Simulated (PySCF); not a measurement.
CH11GeNSi2.
Atom-mapped SMILES: `[SiH3:1][CH2:2][SiH2:3][NH:4][GeH3:5]` (hydrogens: H6, H7, H8 on Si1; H9, H10 on C2; H11, H12 on Si3; H13 on N4; H14, H15, H16 on Ge5)

Method used: PySCF 2.14.0, density-fitted response routines, TDDFT PBE0/def2-SVPD, vertical, gas phase, core orbitals frozen in the response. Isolated species at its PBE0-D3(BJ)/def2-SVP geometry (one conformer only). Relativistic effects, spin–orbit coupling among them, are left out although an element past zinc is present. Torsions of this conformer, `[SiH3:1][CH2:2][SiH2:3][NH:4][GeH3:5]`: Si1–C2–Si3–N4 -39°, C2–Si3–N4–Ge5 -70°.

Q: Predict the UV-vis stick spectrum at this level.

A: 

```csv
state,E (eV),ν̃ (cm⁻¹),f,"main configurations (H = HOMO, L = LUMO)"
S1,5.82,46970,0.0068,H→L (96%)
S2,6.44,51950,0.011,H→L+1 (93%)
S3,6.86,55320,0.053,H→L+2 (91%)
S4,7.09,57200,0.018,"H→L+4 (65%), H→L+5 (13%), H→L+3 (10%)"
S5,7.18,57900,0.012,"H→L+3 (57%), H→L+5 (32%)"
S6,7.35,59310,0.0031,"H→L+5 (40%), H→L+4 (21%), H→L+7 (15%)"
S7,7.43,59910,0.031,"H→L+6 (36%), H→L+7 (26%), H→L+8 (18%)"
S8,7.52,60610,0.0009,"H→L+6 (40%), H-1→L (30%), H→L+8 (15%)"
S9,7.54,60850,0.020,"H-1→L (50%), H→L+5 (10%), H→L+6 (9%)"
S10,7.72,62290,0.023,"H→L+8 (41%), H→L+7 (33%), H→L+9 (8%)"
```

Triplets (Tamm–Dancoff): T1 5.49 eV, H→L (85%), H→L+1 (11%); T2 6.22 eV, H→L+1 (80%), H→L (12%); T3 6.63 eV, H→L+2 (84%); T4 6.90 eV, H→L+4 (49%), H→L+5 (40%).

The lowest singlet lies at 5.82 eV (213 nm, ultraviolet) and is weak; its leading configuration is HOMO→LUMO (96%). The most intense listed level is S3 at 6.86 eV (181 nm, f = 0.053), 1.04 eV above S1. Löwdin shares by element: HOMO nitrogen 54%, silicon 10% or more, germanium 8%, carbon 7% (atoms not listed hold the other 21%); LUMO germanium 26%, silicon 14% or more, hydrogen 10% or more, nitrogen 8% (atoms not listed hold the other 42%). Of the 10 states listed, 7 reach f = 0.01 and none stays under 0.0005. Orbital energies (eV): HOMO-3 -9.26, HOMO-2 -9.02, HOMO-1 -8.66, HOMO -7.22, LUMO -0.07, LUMO+1 0.33, LUMO+2 0.68. The oscillator strengths of these states sum to 0.178; summed over the whole spectrum of an exact calculation they would give the number of electrons, 84 (Thomas–Reiche–Kuhn). All these states lie below the vertical ionisation energy of 8.97 eV (ΔSCF). Only the lowest 10 singlets were computed, as vertical energies without vibronic structure.

On one thread of an x86-64 server, no GPU (shared host), this took 51 s.
